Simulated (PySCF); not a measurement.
Simulated absorption spectrum

Species: C₃H₅F₃O.
SMILES: `CCOC(F)(F)F`

The calculation used PySCF 2.14.0, density-fitted response routines, TDDFT CAM-B3LYP/def2-SVPD, vertical, gas phase, core orbitals frozen in the response. Isolated species at its PBE0-D3(BJ)/def2-SVP geometry (one conformer only). Torsions of this conformer, `[CH3:1][CH2:2][O:3][C:4]([F:5])([F:6])[F:7]`: C1–C2–O3–C4 -178°, C2–O3–C4–F5 -59°.

Each state is given a Gaussian of 0.4 eV full width at half maximum, with ε(max) = 2.175×10⁸ f / Δν̃ (Δν̃ the width in cm⁻¹). The width is an assumption, not a result. The curve ends short of the highest state used, and states not computed would add to its high-energy end.

E (eV), ε (L mol⁻¹ cm⁻¹) and a bar:
```
     8.28          0 
     8.35          1 
     8.41          2 
     8.47          6 
     8.53         13 
     8.59         26 
     8.65         45 
     8.71         69 
     8.77         93 
     8.83        111 #
     8.89        117 #
     8.96        106 
     9.02         85 
     9.08         60 
     9.14         38 
     9.20         21 
     9.26         12 
     9.32         10 
     9.38         20 
     9.44         55 
     9.50        145 #
     9.57        392 ##
     9.63        808 ####
     9.69       1486 #######
     9.75       2446 ###########
     9.81       3618 #################
     9.87       4831 ######################
     9.93       5858 ###########################
     9.99       6482 ##############################
    10.05       6573 ##############################
    10.11       6128 ############################
    10.17       5277 ########################
    10.24       4073 ###################
    10.30       3167 ##############
    10.36       2631 ############
    10.42       2629 ############
```

Q: Where are the band maxima, and which computed states make them?

A: 140 nm (8.88 eV), ε about 120, made up of S1 (100%); 124 nm (10.03 eV), ε about 6600, made up of S3 (50%) and S4 (44%) (ε in L mol⁻¹ cm⁻¹; maxima over ε = 5, shares over 10%). At its high-energy end, 10.42 eV, the curve is still rising (ε about 2600, from S4, S6 and S7). The states used: S1 8.88 eV (f 0.0017); S2 9.73 eV (f 0.0000); S3 9.94 eV (f 0.057); S4 10.11 eV (f 0.049); S5 10.19 eV (f 0.0087); S6 10.51 eV (f 0.0091); S7 10.73 eV (f 0.075); S8 10.81 eV (f 0.039); S9 11.01 eV (f 0.0029); S10 11.02 eV (f 0.063).

Q: Coming from long wavelengths, where does ε first pass 100 L mol⁻¹ cm⁻¹?

A: At about 141 nm (8.79 eV), 0.09 eV below S1.

Q: What would ε be at 10.03 eV, the highest of these maxima, with half the width (0.2 eV)?

A: About 8550 L mol⁻¹ cm⁻¹ against 6600, a factor of about 1.3; a lone state at its own centre would give exactly 2.

All these states lie below the vertical ionisation energy of 11.86 eV (ΔSCF).

The run took 87 s of wall time (with the writing of density and orbital grids) on Intel Xeon Platinum 8488C, one thread, shared host with 192 logical CPUs at a one-minute load of 120, and the process peaked at 1.0 GiB of memory.
